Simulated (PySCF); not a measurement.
Species: C7H12O2Si.
Atom-mapped SMILES: `[CH3:1][Si:2]([CH3:3])([CH3:4])[O:5][c:6]1[cH:7][cH:8][o:9][cH:10]1` (hydrogens: H11, H12, H13 on C1; H14, H15, H16 on C3; H17, H18, H19 on C4; H20 on C7; H21 on C8; H22 on C10)

The geometry is computed with GFN2-xTB (gas phase).

Q: List the bond lengths, angles and torsions at this level.

A: 
```json
{"bond": "C1–Si2", "length (Å)": "1.896", "order": "single"}
{"bond": "Si2–C3, Si2–C4", "length (Å)": "1.909", "order": "single"}
{"bond": "Si2–O5", "length (Å)": "1.647", "order": "single"}
{"bond": "O5–C6", "length (Å)": "1.341", "order": "single"}
{"bond": "C6–C7", "length (Å)": "1.422", "order": "aromatic"}
{"bond": "C7–C8", "length (Å)": "1.359", "order": "aromatic"}
{"bond": "C8–O9", "length (Å)": "1.339", "order": "aromatic"}
{"bond": "O9–C10", "length (Å)": "1.349", "order": "aromatic"}
{"bond": "C6–C10", "length (Å)": "1.367", "order": "aromatic"}
{"bond": "C1–H11 and 8 like bonds", "length (Å)": "1.086", "order": "single"}
{"bond": "C7–H20", "length (Å)": "1.069", "order": "single"}
{"bond": "C8–H21", "length (Å)": "1.072", "order": "single"}
{"bond": "C10–H22", "length (Å)": "1.070", "order": "single"}
```

Bonds in one row agree within 0.01 Å and their mean is given. Orders are formal, as drawn. A selection of angles:
```json
{"angle": "C1–Si2–C3", "degrees": "111.7"}
{"angle": "C1–Si2–O5", "degrees": "101.0"}
{"angle": "C3–Si2–C4", "degrees": "109.5"}
{"angle": "C3–Si2–O5", "degrees": "111.4"}
{"angle": "Si2–O5–C6", "degrees": "132.1"}
{"angle": "O5–C6–C7", "degrees": "128.6"}
{"angle": "O5–C6–C10", "degrees": "125.6"}
{"angle": "C7–C6–C10", "degrees": "105.9"}
{"angle": "C6–C7–C8", "degrees": "105.7"}
{"angle": "C7–C8–O9", "degrees": "111.0"}
{"angle": "C8–O9–C10", "degrees": "107.3"}
{"angle": "C6–C10–O9", "degrees": "110.2"}
```

Torsions: C1–Si2–O5–C6 180° (antiperiplanar); Si2–O5–C6–C7 0° (synperiplanar).

The 5-membered ring C6–C7–C8–O9–C10 has internal angles of 105.7° to 111.0° (sum 540°, against 540° for a flat polygon); it is planar, 0.00 Å rms from its mean plane, widest ring torsion 0°. Si2 (oxygen-bound silicon) is distorted tetrahedral (angles from 101.0° to 111.7°). The 3 C–C bonds span 1.359 Å (C7–C8, aromatic) to 1.422 Å (C6–C7, aromatic), a spread of 0.063 Å. Of the pairs four or more bonds apart, Si2···H20 is among the closest relative to their van der Waals radii: 3.19 Å, 97 % of the sum of Bondi's values. O9 (furan-type oxygen) is bent (angle 107.3°).

Point group: Cs (every atom within 0.08 Å of its image). Not checked by GFN2-xTB frequencies. The numbers are those of one conformer.
